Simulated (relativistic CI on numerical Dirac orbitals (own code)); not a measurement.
**d1 to d9 in one octahedral field**

Computed with a parametric ligand-field model without spin-orbit coupling, by exact diagonalisation: B = 480, C = 2340, 10Dq = 27300 cm⁻¹ (Oh; |10Dq|/B = 56.9) for every shell. Energies in cm⁻¹; the field energy is (0.6 n_e − 0.4 n_t2) × 10Dq of the ground term; g labels are left out. So small a B with so large a field is typical of 4d and 5d ions, where spin-orbit coupling, left out here, reaches 1,000 to 4,000 cm⁻¹.

| Shell | Ground term | Electrons in e | Field energy | First spin-allowed bands | Lowest term of other spin |
| --- | --- | --- | --- | --- | --- |
| d1 | 2T2 | 0.000 | -10920 | 2E 27300 |  |
| d2 | 3T1 | 0.008 | -21619 | 3T2 26120, 3T1 32140 | 1T2 7717 |
| d3 | 4A2 | 0.000 | -32760 | 4T2 27300, 4T1 32705 | 2E 10853 |
| d4 | 3T1 | 0.015 | -43279 | 3E 25048, 3T1 25649 | 1T2 6776 |
| d5 | 2T2 | 0.028 | -53843 | 2A2 24363, 2T1 24524 | 4T1 16350 |
| d6 | ? | ? | ? | ? | ? |
| d7 | 2E | 1.015 | -48734 | 2T1 25436, 2T2 26046 | 4T1 16274 |
| d8 | 3A2 | 2.000 | -32760 | 3T2 27300, 3T1 32705 | 1E 8470 |
| d9 | 2E | 3.000 | -16380 | 2T2 27300 |  |

Question: Fill in the row of d6.

Answer: Ground term: 1A1; Electrons in e: 0.023; Field energy: -64899; First spin-allowed bands: 1T1 25561, 1T2 32456; Lowest term of other spin: 3T1 20668. Low spin: d4, d5, d6, d7; the other shells keep the spin of the free ion. Only d4 to d7 can choose; the field needed to pair spins is smallest for d6 and largest for d5, which loses most exchange energy. In the strong-field picture 10Dq must exceed about 6B + 5C = 14580 (d4), 7.5B + 5C = 15300 (d5), 2.5B + 4C = 10560 (d6) and 4B + 4C = 11280 (d7); mixing of terms shifts these bounds somewhat.
